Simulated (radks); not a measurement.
Results of a calculation; reference values are marked as such.
Task: Species: Au66+. Configuration: [Ne] 3s2 3p1 (the NIST ground configuration). Level of theory: scalar-relativistic Kohn-Sham, LB94 model potential, spin-polarised, spherical densities, finite nucleus; open shells are filled with parallel spins first (spin-orbit coupling, left out, can overturn this in heavy ions); Fermi nuclear charge, rms radius 5.4371 fm (a radial shooting solver on a logarithmic mesh with Libxc functionals). Some entries of the table are withheld. Estimate them.

| orbital | occ. | eigenvalue (hartree) | <r^2> (bohr^2) | <r> (bohr) |
|---|---|---|---|---|
| 1s up | 1 | -3190.523 | 0.0003917 | 0.01684 |
| 1s down | 1 | -3190.521 | 0.0003917 | 0.01684 |
| 2s up | 1 | -729.9668 | (1) | 0.07019 |
| 2s down | 1 | -729.9406 | (2) | 0.07021 |
| 2p up | 3 | -660.4379 | 0.004862 | 0.06317 |
| 2p down | 3 | -660.3463 | 0.004865 | 0.06320 |
| 3s up | 1 | -298.1382 | 0.03265 | 0.1692 |
| 3s down | 1 | -297.8311 | 0.03260 | 0.1691 |
| 3p up | 1 | -277.8310 | 0.03217 | 0.1668 |
| 3p down | 0 | -277.5527 | 0.03212 | 0.1667 |

Result: 
(1) 2s up <r^2> (bohr^2): 0.005825
(2) 2s down <r^2> (bohr^2): 0.005828
